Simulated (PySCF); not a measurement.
**How methods differ on the ionisation energy of Ta⁷¹⁺**

Ta⁷¹⁺ 1s2 (1S) → Ta⁷²⁺ 1s1 (2S), as a difference of total energies. Calculation: PySCF 2.14, in an even-tempered Gaussian basis (16 s from 210 bohr⁻², ratio 2.2; 7 p from 320 bohr⁻², ratio 2.4; 4 d from 950 bohr⁻², ratio 2.4; 3 f from 1400 bohr⁻², ratio 2.4; 3 g from 2100 bohr⁻², ratio 2.4); scalar relativity by spin-free X2C-1e. Correlated levels: nothing frozen; virtual orbitals above 40 to 60 times the deepest correlated orbital energy dropped. The calculations carry no spin-orbit coupling.

| method | ionisation energy (eV) | difference from reference (eV) |
| --- | --- | --- |
| UHF | 77040.7 | +188.7 |
| MP2 (all electrons) | 77042.7 | +190.7 |
| SCS-MP2 (all electrons) | 77043.1 | +191.1 |
| CCSD (all electrons) | 77042.7 | +190.7 |

Reference: 76852 ± 0.17 eV (theoretical estimate listed by NIST; NIST Atomic Spectra Database, ionization energies).

For this ion Breit and QED terms and the two-electron picture change, all absent here, outweigh the differences among the correlated methods.

With two correlated electrons CCSD is exact in that space.
